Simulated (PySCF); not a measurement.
# Dipole response of Sb (antimony, neutral)

[Kr] 4d10 5s2 5p3, high-spin 4S determinant. Calculation: PySCF 2.14, in dyall-av2z; no relativity, point nucleus. Coupled (time-dependent) response in atomic units; α is the mean over directions. A double-zeta set is small for polarisabilities.

| method | mean α (bohr³) | C₆ (like pair) | S(−4) |
| --- | --- | --- | --- |
| UHF | 45.11 | 499.0 | 477.2 |
| PBE | 47.23 | 520.9 | 581.5 |
| PBE0 | 45.84 | 503.7 | 521.1 |

S(−4) is the Cauchy moment in α(ω) = α(0) + S(−4) ω² + …

Reference α: 43 ± 2 bohr³ (recommended; Schwerdtfeger and Nagle, table of static dipole polarizabilities (2023 update)). Published C₆: 492.0 (Chu and Dalgarno (2004); Tang, Norbeck and Certain (1976)).

α(iu) at PBE0:

| u (hartree) | α(iu) (bohr³) |
| --- | --- |
| 0 | 45.84 |
| 0.0500 | 44.58 |
| 0.100 | 41.28 |
| 0.200 | 32.30 |
| 0.300 | 24.13 |
| 0.500 | 13.76 |
| 0.750 | 7.714 |
| 1.00 | 4.873 |
| 1.50 | 2.445 |
| 2.00 | 1.473 |
| 3.00 | 0.7135 |
| 5.00 | 0.2863 |

A single London oscillator, α(iu) = α/(1 + u²/ω²), gives C₆ = (3/4) ω α². Matching the computed C₆ needs ω = 4 × 503.7 / (3 × 45.84²) = 0.320 hartree.

A non-relativistic calculation at this Z misses sizeable relativistic shifts.
